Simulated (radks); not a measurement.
Problem. All-electron atom: the lutetium ion Lu45+ in [Ar] 3d8. Calculated with a radial shooting solver on a logarithmic mesh with Libxc functionals: Dirac Kohn-Sham, relativistic LDA (MacDonald-Vosko exchange, VWN5 correlation), spin-unpolarised, spherical densities, finite nucleus; open shells fill j = l - 1/2 first; Fermi nuclear charge, rms radius 5.37 fm.

Spin-orbit splittings of the eigenvalues, e(l+1/2) - e(l-1/2), with zeta = 2 splitting/(2l+1) and mean radii in bohr:

shell  occ.  splitting (eV)  zeta (eV)  <r> j=l-1/2  <r> j=l+1/2
2p        6            1112      741.1      0.06738      0.07488
3p        6           255.7      170.5       0.1956       0.2082
3d        8               ?          ?       0.1811       0.1850

Estimate the 3d splitting.

Solution. 57.79 eV (zeta = 23.12 eV).
